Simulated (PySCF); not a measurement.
# How the method changes the shape and vibrations of AlFH3NO

All numbers below are calculated, not measured. They come from PySCF 2.14.0, an open-source quantum chemistry program, on an isolated molecule that a program drew, which may never have been made. The molecule is AlFH3NO (charge 0, singlet), drawn as the SMILES string `[NH2][Al]([OH])[F]`.

The geometry was optimised and harmonic frequencies were computed with HF and MP2, all in the cc-pV(D+d)Z basis, for the commonest isotopes, with a restricted reference for singlets and an unrestricted one otherwise, and a frozen core in MP2. Each result is a local minimum of its method.

Geometry at the HF minimum:
```xyz
7
AlFH3NO, angstrom
N    -0.4240   -0.0175   -0.1014
Al   -0.6363    1.4947    0.7420
O    -1.9075    2.5229    0.3676
F     0.4401    1.9079    1.9264
H    -1.0226   -0.3520   -0.8316
H     0.3118   -0.6740    0.0741
H    -2.1244    3.3562    0.7490
```

Lengths of the bonds as drawn, in Å (atoms numbered as above):
```
bond,HF,MP2
N1-Al2,1.745,1.757
Al2-O3,1.677,1.704
Al2-F4,1.653,1.674
N1-H5,1.002,1.015
N1-H6,1.002,1.015
O3-H7,0.942,0.963
```

Rotational constants, in GHz:
```
constant     HF    MP2
       A  6.618  6.381
       B  6.246   6.19
       C  3.213  3.142
```

Harmonic frequencies in cm^-1, each column in rising order, so a row needn't be the same motion in every method:
```
rank,HF,MP2
1,215,205
2,249,235
3,299,260
4,335,294
5,392,310
6,409,381
7,597,622
8,702,662
9,723,696
10,937,908
11,983,943
12,1668,1546
13,3791,?
14,3877,3731
15,4235,3946
```

**Estimate the missing MP2 frequency from the HF column.**

A single factor s that minimises the squared misfit of MP2 against s times HF over the other rows is sum(HF x MP2) / sum(HF^2) = 0.9453, with an rms misfit of 35 cm^-1. For rank 13 it gives 0.9453 x 3791 = 3584 cm^-1. The calculation gives 3630 cm^-1, 46 cm^-1 above the estimate. The drawn bonds are on average 1.4 % longer in MP2 than in HF.
